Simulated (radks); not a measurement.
Q: Ga+, configuration [Ar] 3d10 4s1 7p1 (not the ground configuration). Method: Dirac Kohn-Sham, LDA (Slater exchange, Perdew-Wang correlation), spin-unpolarised, spherical densities, finite nucleus; open shells fill j = l - 1/2 first; Fermi nuclear charge, rms radius 3.9973 fm; computed with a radial shooting solver on a logarithmic mesh with Libxc functionals. Some entries of the table are withheld. Estimate them.

orbital,occ.,eigenvalue (hartree),<r^2> (bohr^2),<r> (bohr)
1s1/2,2,-375.8132,0.003187,0.04867
2s1/2,2,-46.96439,(1),0.2180
2p1/2,2,-41.70144,0.04364,0.1885
2p3/2,4,-40.68720,0.04515,0.1920
3s1/2,2,(2),0.4929,(3)
3p1/2,2,-4.39524,(4),(5)
3p3/2,4,-4.26157,(6),(7)
3d3/2,4,-1.39888,0.8195,(8)
3d5/2,6,-1.38169,0.8317,(9)
4s1/2,1,-0.90305,4.870,2.068
7p1/2,1,-0.06775,367.8,18.17
7p3/2,0,-0.06737,368.4,18.17

A: 
(1) 2s1/2 <r^2> (bohr^2): 0.05611
(2) 3s1/2 eigenvalue (hartree): -6.09698
(3) 3s1/2 <r> (bohr): 0.6531
(4) 3p1/2 <r^2> (bohr^2): 0.5340
(5) 3p1/2 <r> (bohr): 0.6725
(6) 3p3/2 <r^2> (bohr^2): 0.5513
(7) 3p3/2 <r> (bohr): 0.6834
(8) 3d3/2 <r> (bohr): 0.7954
(9) 3d5/2 <r> (bohr): 0.8012
